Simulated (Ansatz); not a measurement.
Correlation energies of C₂H₇BS (`BCCS`) by basis set

Cartesian coordinates in Å:
```
B -0.191 1.616 -0.711
C 0.337 0.192 -0.388
C -0.326 -0.555 0.754
S 0.496 -2.097 1.242
H 0.226 2.194 -1.673
H -0.981 2.174 -0.003
H 1.411 0.331 -0.174
H 0.350 -0.417 -1.303
H -0.317 0.051 1.664
H -1.374 -0.765 0.531
H 0.370 -2.724 0.061
```

Total charge 0; spin multiplicity 1. The structure was optimised at the PBE0-D4/def2-TZVP level. It is one conformer, not always the lowest. Frozen core, restricted reference, Ansatz 0.2.0. CBS rows extrapolate triple and quadruple zeta; past MP2 they add the triple-zeta difference.

| basis | HF (Eh) | MP2 corr. | CCSD corr. | (T) | CCSD(T) total |
| --- | --- | --- | --- | --- | --- |
| def2-SVP | -501.80081 | -0.50278 | -0.56196 | -0.01604 | -502.37881 |
| def2-TZVPP | -502.05398 | -0.62994 | -0.68470 | -0.02748 | -502.76616 |
| def2-QZVPP | -502.07053 | -0.67408 | – | – | – |
| CBS(def2) | -502.07281 | -0.70677 | -0.76152 | as TZ | -502.86181 |
